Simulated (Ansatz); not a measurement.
System: sum formula GeHCl2, charge 0, multiplicity 2. It need not be the lowest isomer of its formula. SMILES: [Cl][GeH][Cl]
Coordinates optimised at B3LYP-D3(BJ)/def2-TZVP (Ansatz, a quantum-chemistry and plane-wave program):
```
Ge
H 1 1.5625
Cl 1 2.1751 2 106.85
Cl 1 2.1751 2 106.85 3 -115.46
```
Charge 0, spin multiplicity 2.

Quantity: atomisation energy (electronic, to ground-state atoms), in eV. Valence correlation only, unless marked. Open shells are spin-unrestricted. No spin-orbit coupling. Frozen are the shells of the preceding noble gas and the d and f shells that filled before the atom's block. Non-relativistic. The coupled-cluster limit lacks core correlation, which all-electron functionals hold. Basis-set limits of correlation are two-point, X^-3; Hartree-Fock from the larger set. [CCSD(T)-MP2]/basis is that difference in the basis named.

```
level                                                          program  atomisation energy (eV)
-------------------------------------------------------------  -------  -----------------------
B97M-V/def2-TZVPD                                               Ansatz                        ?
wB97X-V/def2-TZVPD                                              Ansatz                    10.08
SCS-MP2/def2-TZVPP                                              Ansatz                     9.70
CCSD/def2-TZVPP                                                 Ansatz                     9.38
RI-MP2/CBS(def2-TZVPPD,def2-QZVPPD)+[CCSD(T)-MP2]/def2-TZVPPD   Ansatz                        ?
```

Q: What belongs in the gaps?

A: 
- B97M-V/def2-TZVPD, atomisation energy (eV): 10.38
- RI-MP2/CBS(def2-TZVPPD,def2-QZVPPD)+[CCSD(T)-MP2]/def2-TZVPPD, atomisation energy (eV): 9.98
